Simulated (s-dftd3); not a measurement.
hydrogen peroxide (H$_{2}$O$_{2}$), singlet, at a GFN2-xTB geometry; s-dftd3 with D3(bjm) for pbe0.

Input for s-dftd3:
```
$ s-dftd3 mol.xyz --bjm pbe0 --json dftd3.json --noedisp --grad

# file mol.xyz
4

O     -0.02311961     0.70996455    -0.01256427
O      0.02311961    -0.70996455     0.01256427
H      0.91389752     0.94248526    -0.03262698
H     -0.91389752    -0.94248526     0.03262698
```

Question: What does s-dftd3 print? Leave out banner, timings and long lists.

Answer: 
```
-----------------------------------
 s i m p l e   D F T - D 3  v1.4.0
-----------------------------------

Rational (Becke-Johnson) damping: pbe0-D3(BJ)
---------------------
  s6         1.0000
  s8         0.5288
  s9         0.0000
  a1         0.0079
  a2         6.1623
 alp        14.0000
--------------------

Dispersion energy:      -7.4638548848579E-04 Eh

Gradient norm:           2.4272091671440E-05 Eh/a0
--------------------------------------------------
     #    Z           dE/dx      dE/dy      dE/dz
--------------------------------------------------
     1    8 O     4.779E-06  6.778E-07 -9.305E-08
     2    8 O    -4.779E-06 -6.778E-07  9.305E-08
     3    1 H     9.455E-06  1.348E-05 -4.056E-07
     4    1 H    -9.455E-06 -1.348E-05  4.056E-07
--------------------------------------------------

Virial:
--------------------------------------------------
      component           x          y          z
--------------------------------------------------
          x       3.224E-05  4.650E-05 -1.393E-06
          y       4.650E-05  4.984E-05 -1.694E-06
          z      -1.393E-06 -1.694E-06  5.443E-08
--------------------------------------------------

[Info] JSON dump of results written to 'dftd3.json'
```
